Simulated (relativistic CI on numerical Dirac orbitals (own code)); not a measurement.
Mn+ in a cubic cluster: 2p photoemission with charge transfer

Computed with a charge-transfer multiplet model of a cubic metal-ligand cluster with up to 3 ligand holes, Slater and spin-orbit integrals from Dirac-Coulomb-Breit ions, Slater integrals scaled by 0.8. The ground state mixes d6 with configurations of k ligand holes L, whose averages lie at kΔ + k(k − 1)U_dd/2; a core hole lowers each added d electron by U_cd. 300 K, Lorentzian 0.6 eV and Gaussian 0.8 eV FWHM.

Atomic integrals in eV (Slater integrals scaled, ζ unscaled), ground: F2dd 7.203, F4dd 4.433, zeta_d 0.031; with the core hole: F2dd 8.873, F4dd 5.517, zeta_d 0.052, zeta_core 6.792, F2cd 5.084, G1cd 3.747, G3cd 2.127.

Cluster parameters (eV): U_dd = 7, U_cd = 8, 10Dq = 0.3, 10Dq(ligand) = 0.3, V(eg) = 2.6, V(t2g) = -1.16, final-state hopping factor = 1.

| Case | n_d | d6 | d7L | d8L2 | d9L3 | S |
| --- | --- | --- | --- | --- | --- | --- |
| Δ = 5.7 eV | 6.21 | 0.80 | 0.19 | 0.01 | 0.00 | 2.00 |
| Δ = 7.7 eV | 6.15 | 0.86 | 0.14 | 0.00 | 0.00 | 2.00 |
| Δ = 8.7 eV | 6.13 | 0.88 | 0.12 | 0.00 | 0.00 | 2.00 |

Weights, n_d and S are thermal averages at 300 K. Binding energies count from the first peak over 30 % of the highest in each spectrum, which can be another peak from case to case. The parameters are a model scan and need not match a compound or its usual spin state. Peaks in eV (height, largest 100):
- Δ = 5.7 eV: 0.0 (100), 7.8 (35), 11.4 (61), 18.9 (18)
- Δ = 7.7 eV: 0.0 (100), 7.8 (23), 11.6 (58), 18.6 (11)
- Δ = 8.7 eV: 0.0 (100), 7.9 (19), 11.6 (57), 18.6 (9)

Curve for Δ = 8.7 eV (points under 2 left out, the grid thinned):

| E (eV) | Intensity |
| --- | --- |
| -3.6 | 2.1 |
| -3.0 | 2.9 |
| -2.4 | 4.5 |
| -1.9 | 7.5 |
| -1.3 | 19.6 |
| -0.7 | 62.8 |
| -0.2 | 97.5 |
| 0.4 | 92.9 |
| 1.0 | 74.4 |
| 1.6 | 59.1 |
| 2.2 | 40.4 |
| 2.7 | 28.9 |
| 3.3 | 22.9 |
| 3.9 | 19.9 |
| 4.4 | 16.7 |
| 5.0 | 13.8 |
| 5.6 | 12.3 |
| 6.2 | 12.5 |
| 6.8 | 13.5 |
| 7.3 | 16.3 |
| 7.9 | 18.6 |
| 8.5 | 16.2 |
| 9.0 | 13.8 |
| 9.6 | 14.6 |
| 10.2 | 22.6 |
| 10.8 | 43.2 |
| 11.4 | 56.8 |
| 11.9 | 54.9 |
| 12.5 | 40.7 |
| 13.1 | 25.8 |
| 13.6 | 16.4 |
| 14.2 | 9.1 |
| 14.8 | 5.6 |
| 15.4 | 4.6 |
| 16.0 | 4.4 |
| 16.5 | 4.6 |
| 17.1 | 5.2 |
| 17.7 | 6.2 |
| 18.2 | 8.0 |
| 18.8 | 8.8 |
| 19.4 | 7.4 |
| 20.0 | 6.6 |
| 20.6 | 5.1 |
| 21.1 | 3.5 |
| 21.7 | 2.1 |

For the case Δ = 7.7 eV, Δ = 7.7 eV is larger than U_dd = 7 eV, the Mott-Hubbard side of the Zaanen-Sawatzky-Allen scheme. With the core hole the configuration with one ligand hole lies at Δ − U_cd = -2.3, -0.3, 0.7 eV from the one without, in the order of the table; where this is negative the screened configuration lies lower, though the effective hopping of about 3.9 eV (from the holes of the mixed ground state) mixes the two strongly wherever it is as large as the gap.
